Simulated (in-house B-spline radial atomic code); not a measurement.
A run on neutral terbium that did not converge. Method: scalar-relativistic (X2C) B97-1, spin-polarised, spherical fractional occupations, Fermi nucleus of rms radius 5.06 fm; computed with a B-spline radial code for spherical atoms. In the input, 2p2,3 would mean two up and three down electrons.

Command:
```bash
python run_scf.py task.json out
```
Settings (nuclear radius in fm, mass in u):
```
Z                65
configuration    1s2 2s2 2p6 3s2 3p6 3d10 4s2 4p6 4d10 4f2,7 5s2 5p6 6s2
hamiltonian      x2c
method           b97_1
spin_polarised   True
nucleus          fermi
rms_radius       5.06
atomic_mass      158.92535
speed_of_light   137.035999084
```

First and last ten iterations of the last attempt (damped for 15 steps, keeping 80 % of the old Fock matrix, then DIIS):
```
 iter        energy (Eh)    residual
    1      -11663.703944    7.04e-01
    2      -11669.120455    1.24e+00
    3      -11688.446822    7.94e-01
    4      -11698.812618    4.86e-01
    5      -11703.995823    3.09e-01
    6      -11706.396864    2.04e-01
    7      -11707.433356    1.33e-01
    8      -11707.864041    8.38e-02
    9      -11708.048227    5.69e-02
   10      -11708.135032    4.15e-02
  111      -11706.570991    1.16e-01
  112      -11708.240110    6.14e-03
  113      -11708.239966    6.26e-03
  114      -11708.240671    5.44e-03
  115      -11706.598534    1.16e-01
  116      -11706.599494    1.16e-01
  117      -11706.600840    1.16e-01
  118      -11706.600577    1.16e-01
  119      -11706.600879    1.16e-01
  120      -11706.602358    1.16e-01
 not converged after 120 iterations
```

The smallest residual met was 3.9e-03; the threshold is about 6e-07. No energy from this run should be used. Time taken, with all properties: 22 s on 1 thread of Arm Neoverse N1, with other jobs on the host.
